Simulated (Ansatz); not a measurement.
## Relaxing a trial structure of CH10N2Si3

The starting geometry of this gas-phase singlet was optimised with GFN2-xTB; its bonds are those of `C=N[SiH2]N([SiH3])[SiH3]`.

```yaml
atoms:
  - { symbol: C, position_ang: [0.4082, -2.7483, -0.3656] }
  - { symbol: N, position_ang: [0.7733, -1.5715, -0.1834] }
  - { symbol: N, position_ang: [-0.0849, 1.0496, -0.3935] }
  - { symbol: Si, position_ang: [0.1055, -0.2684, 0.7305] }
  - { symbol: Si, position_ang: [-1.4631, 2.1026, -0.2490] }
  - { symbol: Si, position_ang: [1.2931, 1.4987, -1.3684] }
  - { symbol: H, position_ang: [-0.4879, -3.2020, 0.0697] }
  - { symbol: H, position_ang: [1.0083, -3.4006, -0.9973] }
  - { symbol: H, position_ang: [-1.1994, -0.5067, 1.3510] }
  - { symbol: H, position_ang: [1.1353, 0.0053, 1.7348] }
  - { symbol: H, position_ang: [-1.2772, 3.0351, 0.8699] }
  - { symbol: H, position_ang: [-2.6486, 1.2777, -0.0118] }
  - { symbol: H, position_ang: [-1.5997, 2.8342, -1.5061] }
  - { symbol: H, position_ang: [1.9106, 0.2963, -1.9153] }
  - { symbol: H, position_ang: [2.2518, 2.2481, -0.5454] }
  - { symbol: H, position_ang: [0.7875, 2.3559, -2.4417] }
```

**Question.** Where would you expect an optimisation with PBE-D3(BJ)/def2-SVP to take it?

**Answer.** It keeps its bonds, and is `C=N[SiH2]N([SiH3])[SiH3]`.

The energy falls by 0.32 eV over 33 steps:

```
step  E − E(last) (eV)
   1             0.322
   5             0.059
   8             0.045
  12             0.021
  15             0.008
  19             0.003
  22             0.002
  26             0.001
  29             0.000
  33             0.000
```

Final geometry (Å):

```xyz
16

C     0.0876   -2.7343   -0.4976
N     0.6731   -1.6096   -0.3974
N     0.1008    1.1511   -0.2073
Si    0.3240   -0.3084    0.7425
Si   -1.4255    2.0381   -0.1198
Si    1.3548    1.5999   -1.3792
H    -0.7510   -3.0813    0.1620
H     0.3949   -3.4632   -1.2850
H    -0.9347   -0.5071    1.5585
H     1.5235   -0.2240    1.6421
H    -1.6229    2.6849    1.2256
H    -2.6014    1.1322   -0.3747
H    -1.3897    3.1069   -1.1773
H     2.6529    0.9906   -0.9316
H     1.4873    3.0988   -1.4083
H     1.0393    1.1314   -2.7740
```

The end wasn't checked by frequencies. Run with Ansatz 0.2.0, 56 s on 4 threads of Arm Neoverse V1 (shared host).
